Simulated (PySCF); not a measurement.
Identify the compound

Molecular formula: C$_{4}$H$_{14}$N$_{2}$Si$_{2}$. Simulated spectra:

¹H NMR (400 MHz, computed): δ 4.84 (s, 3H), 4.11 (d, 3H), 3.13 (m, 1H), 3.08 (m, 1H), 2.98 (m, 1H), 2.53 (br s, 1H), 1.95 (m, 1H), 1.86 (m, 1H), 1.62 (m, 1H), 1.50 (m, 1H).

¹³C{¹H} NMR (computed): δ 51.5 (CH2), 50.2 (CH), 31.4 (CH2), 27.3 (CH2).

Level of theory: GIAO PBE0/pcSseg-1 shieldings, geometry: GFN2-xTB, in PySCF 2.14.0 with density-fitted response routines (averaged over atoms made equivalent by symmetry, fast rotation or ring inversion, in vacuum, non-relativistic Hamiltonian, one conformer).

References, each an isolated molecule treated in the same way: ¹H and ¹³C against TMS.

Q: Propose a structure and justify it.

A: 
1. The formula gives 1 degree of unsaturation (1 ring in the answer).
2. 4 carbon signals for 4 carbons: no two carbons are equivalent.
3. Carbon types of the structure: 1 × CH, 3 × CH2, leaving 7 H on heteroatoms.
4. δC 51.5: sp3 CH2 bonded to N; pulled downfield by the heteroatom.
5. δC 50.2: sp3 CH bonded to N and Si; deshielded by the electronegative neighbour.
6. δC 31.4, 27.3: sp3 CH2 in a ring; aliphatic region, no heteroatom directly attached.
7. δH 4.84: hydrogen on a silicon bonded to N.
8. δH 3.13, 2.98: hydrogen on an sp3 CH2 bonded to N; its carbon carries N, an electronegative neighbour.
9. δH 3.08: hydrogen on an sp3 CH bonded to N and Si; its carbon carries N, which withdraws density.
10. δH 2.53: hydrogen on a nitrogen bonded to O or N; labile proton, position sensitive to the medium.

These data were computed for SMILES [SiH3][C@H]1CCCNN1[SiH3].

This is the structure that produced the data.

OH and NH positions are those of a molecule without intermolecular hydrogen bonds; in solution they move with solvent, concentration and temperature, and exchange usually removes their couplings. Shifts are as computed. Against solution values, carbons near 30 ppm lie about +3 ppm off and those near 130 ppm about +5 ppm. Of 1211 compounds with measured shifts, 218 miss one by over three times the rms of a fit or turn the order of signals round; such compounds aren't used in these exercises. Multiplicities follow the n + 1 count of equivalent neighbours, as no J values were calculated; m marks all less simple cases, F and P coupling included.
